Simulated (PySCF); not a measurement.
## Two-photon absorption: `C#CC1CCCC1`, C₇H₁₀

Cartesian coordinates in Å; atom numbers follow the order of the lines, from 1:
```xyz
17

C     3.275    0.762   -0.179
C     2.145    0.527    0.189
C     0.783    0.242    0.623
C    -0.272    1.273    0.113
C    -1.260    0.465   -0.731
C    -1.221   -0.925   -0.103
C     0.269   -1.139    0.140
H     4.277    0.971   -0.503
H     0.785    0.255    1.726
H    -0.787    1.720    0.977
H     0.196    2.096   -0.444
H    -2.266    0.911   -0.757
H    -0.904    0.403   -1.773
H    -1.671   -1.707   -0.734
H    -1.769   -0.921    0.855
H     0.495   -1.939    0.860
H     0.766   -1.400   -0.807
```

Method used: PySCF 2.14.0, TDDFT CAM-B3LYP/aug-cc-pVDZ excited states, vertical, gas phase. Geometry: PBE0-D3(BJ)/def2-SVP.

(1) Give the one- and two-photon strengths of the lowest singlets.

Answers

(1) δ for parallel linear polarisation; σ at the peak of a Lorentzian of half width 0.1 eV, single beam; Ω is circular over linear.
```csv
state,E (eV),f,photon λ (nm),δ (au),σ (GM),Ω,main
S1,6.36,0.002,390,0.98,0.01,1.34,"HOMO→LUMO+9 0.19, HOMO−1→LUMO+10 0.18"
S2,6.58,0.003,377,11.8,0.19,1.23,"HOMO→LUMO+10 0.24, HOMO−1→LUMO 0.14"
S3,6.59,0.004,376,8.63,0.14,1.50,"HOMO−1→LUMO+10 0.42, HOMO→LUMO 0.09"
S4,6.85,0.035,362,26.9,0.46,1.50,"HOMO→LUMO+1 0.32, HOMO→LUMO 0.32"
S5,6.87,0.035,361,48.8,0.84,1.38,"HOMO−1→LUMO 0.35, HOMO−1→LUMO+1 0.24"
S6,7.33,0.033,338,12.8,0.25,0.69,"HOMO−1→LUMO+1 0.55, HOMO−1→LUMO 0.11"
```
